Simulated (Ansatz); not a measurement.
Start from `B[Si](O)(O)F` and change one atom or group to get `B[Si](O)(F)Cl`.

Ansatz, PBE0-D4/def2-TZVP geometries, multiplicity 1. Each molecule was computed in one conformer, which needn't be the lowest.

| property | `B[Si](O)(O)F` |
| --- | --- |
| HOMO–LUMO gap (B3LYP/def2-TZVPP) / eV | 5.60 |
| ideal-gas entropy at 298 K and 1 bar (rigid rotor, harmonic PBE0-D4/def2-TZVP) / J/(mol·K) | 350 |
| HOMO energy (PBE0/def2-TZVPP) / eV | -8.59 |
| size of the dipole moment (PBE/def2-TZVPP) / D | 1.37 |
| size of the dipole moment (B3LYP/def2-TZVPP) / D | 1.38 |
| LUMO energy (B3LYP/def2-TZVPP) / eV | -2.79 |

Q: Give the same properties after the change, and the shifts. (An estimate is asked.)

A: Computed: 
```
                                                                                  property  `B[Si](O)(F)Cl`  shift
                                                     HOMO–LUMO gap (B3LYP/def2-TZVPP) / eV             5.60   0.00
ideal-gas entropy at 298 K and 1 bar (rigid rotor, harmonic PBE0-D4/def2-TZVP) / J/(mol·K)              351      1
                                                        HOMO energy (PBE0/def2-TZVPP) / eV            -8.84  -0.25
                                            size of the dipole moment (PBE/def2-TZVPP) / D             1.00  -0.37
                                          size of the dipole moment (B3LYP/def2-TZVPP) / D             1.02  -0.36
                                                       LUMO energy (B3LYP/def2-TZVPP) / eV            -3.03  -0.24
```

The zero-point energy changes by -32.7 kJ/mol with -3 modes. Dipoles are sizes alone; their direction can turn.

B3LYP here is the variant with VWN-RPA as its local correlation; programs differ in this.
